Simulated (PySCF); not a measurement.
diboron tetrafluoride (B2F4), SMILES FB(F)B(F)F.

Geometry: PBE0-D3(BJ)/def2-SVP. The values are those of a single conformer.

Two levels are set side by side: PBE/def2-TZVP (PySCF) and ωB97X/def2-TZVP (PySCF). Same geometry, gas phase. Differences are taken from unrounded values.

| quantity | ωB97X | PBE | PBE minus ωB97X |
|---|---|---|---|
| orbital gap (eV) | 14.01 | 6.43 | -7.58 |
| highest occupied level (eV) | -12.54 | -8.32 | 4.22 |
| lowest empty level (eV) | 1.47 | -1.89 | -3.37 |
| mean polarisability (bohr³) | 26.0 | 28.0 | 2.1 |

Without exact exchange PBE keeps part of each electron's self-repulsion, which lifts occupied levels and narrows the gap. PBE's more diffuse valence density responds more strongly to a field. Differences between two approximate levels are no errors against the true value.

Rough cost on one machine, each run with all the roots and properties that it gave: ωB97X against PBE within a factor of 2.
